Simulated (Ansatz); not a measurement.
`O[SiH](O)/C=C\[SiH2]F` + `F[SiH3]` → `F[SiH2]/C=C\[SiH2]F` + `O[SiH2]O`  (formal exchange of groups at a C–Si bond)

Isolated molecules relaxed with PBE0-D4/def2-TZVP in Ansatz; ΔE leaves out vibrations. CCSD(T)/CBS adds triple-zeta CCSD(T) − MP2 to the extrapolated MP2 energy (def2 sets, frozen cores). This one scheme is used for every species. Double bonds are as drawn, so ΔE can hold a change between cis and trans. DFT in def2-TZVPP. B3LYP here is the variant with VWN-RPA as its local correlation; programs differ in this. One conformer a species, not always the lowest.

```csv
level,ΔE (eV)
r2SCAN,0.09
B3LYP,0.06
CCSD/def2-TZVPP,0.10
SCS-MP2/def2-QZVPP,0.10
```

What does CCSD(T)/CBS give? (Best estimate.)

Ansatz gave: +0.11 eV. The listed levels differ from it by -0.02, -0.05, -0.01, -0.01 eV.

Largest T1 diagnostic among the species: 0.012.

In def2-TZVPP, CCSD(T) changes the Hartree–Fock value by +0.06 eV (the triples alone add +0.01 eV) and MP2 by +0.07 eV. The D4 term adds +0.05 eV with B3LYP and +0.03 eV with PBE0; it sums over pairs of atoms, weighted by their polarisabilities, and B3LYP, whose exchange is more repulsive, gets the larger term.
